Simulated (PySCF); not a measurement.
**Solvent effects on NMR parameters**

Atom-mapped SMILES (the numbers label the heavy atoms): `[CH2:1]=[C:2]([CH3:3])[C:4]1=[CH:5][C@@H:6]2[C@H:7]([CH3:8])[C@@H:9]2[CH2:10]1`; H(Xn) means a hydrogen on atom n. Ha(C1) is cis to C3; Ha(C10) is cis to C7 on the ring; Hb(C1) is trans to C3; Hb(C10) is trans to C7 on the ring.

GIAO PBE0/pcSseg-1 in PySCF 2.14 on one PBE0-D3(BJ)/def2-SVP conformer, non-relativistic, equivalent nuclei averaged. Solvents enter as an IEF-PCM continuum (chloroform with ε = 4.7, acetone with ε = 20.5) around the gas-phase geometry. Shifts are referred to TMS computed in the same medium.

In chloroform, δ in ppm: C4 153.1, C2 148.2, C5 137.3, C1 119.0, C10 33.7, C6 32.7, C9 23.3, C3 22.9, C7 21.4, C8 8.0, H(C5) 5.88, Ha(C1) 5.19, Hb(C1) 5.08, Hb(C10) 2.61. Dipole moment 0.60 D.

Problem. How does each δ change in the more polar medium?

Solution. 
```csv
atoms,environment,"Δδ, acetone"
C4,fully substituted alkene carbon,+0.2
C2,fully substituted alkene carbon,+0.6
C5,alkene CH,+0.7
C1,terminal =CH2 carbon,+0.2
C10,allylic sp3 CH2,+0.2
C6,three-membered-ring carbon,+0.2
C9,three-membered-ring carbon,+0.2
C3,allylic methyl carbon,+0.1
C7,three-membered-ring carbon,+0.1
C8,methyl carbon,+0.1
H(C5),hydrogen on an alkene CH,+0.06
Ha(C1),hydrogen on a terminal =CH2 carbon,+0.04
Hb(C1),hydrogen on a terminal =CH2 carbon,+0.03
Hb(C10),hydrogen on an allylic sp3 CH2,+0.01
```

Changes are relative to chloroform. The dipole moment becomes 0.65 D in acetone.

Problem. Which of the listed nuclei move most (in ppm), and what does the model miss?

Solution. C5 (alkene CH, +0.7 ppm) in acetone. A continuum only polarises the solute; specific hydrogen bonds, the anisotropy of aromatic solvents and changes of geometry or conformer are outside it.
